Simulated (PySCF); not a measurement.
**Correlation energy of Ge (germanium, neutral)**

[Ar] 3d10 4s2 4p1 4d1, one real determinant (an excited configuration). Calculation: PySCF 2.14, in aug-cc-pwCVTZ-PP with ECP10MDF (8s7p6d4f1g, 96 functions); scalar relativity through the core potential. Frozen: 3s2 3p6 3d10; 4 electrons correlated.

MP2 pair energies summed by pair of shells (mhartree):

| pair | energy | share (%) |
| --- | --- | --- |
| 4s-4s | -21.75 | 44.5 |
| 4s-4p | -16.76 | 34.3 |
| 4s-4d | -8.07 | 16.5 |
| 4p-4d | -2.31 | 4.7 |

Total MP2 correlation energy: -48.88 mhartree.

Same-spin part -7.16 and opposite-spin part -41.72 mhartree; SCS-MP2 scales them by 1/3 and 6/5 to -52.45 mhartree.

The reference is one real determinant that mixes LS terms of this configuration.
